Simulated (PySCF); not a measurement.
## Hf⁴⁵⁺: fine-structure interval

Hf⁴⁵⁺ [Ar] 3d9 [3d3/2^4 3d5/2^5, M_J = 5/2] → Hf⁴⁵⁺ [Ar] 3d9 [3d3/2^3 3d5/2^6, M_J = 3/2], as a difference of total energies. Computed with PySCF 2.14 in an even-tempered Gaussian basis (16 s from 11 bohr⁻², ratio 2.8; 13 p from 14 bohr⁻², ratio 2.8; 8 d from 14 bohr⁻², ratio 2.8; 3 f from 52 bohr⁻², ratio 3), with the two-component X2C-1e Hamiltonian. Correlated levels: [Ne] frozen; the 80 highest virtual spinors dropped. "Screened" scales the spin-orbit matrix elements by Boettger's factors to mimic the two-electron term; Breit and QED terms are absent.

```csv
method,fine-structure interval (cm⁻¹)
GHF (screened spin-orbit),481150
GMP2 (screened spin-orbit),480700
GHF (bare spin-orbit),559550
```
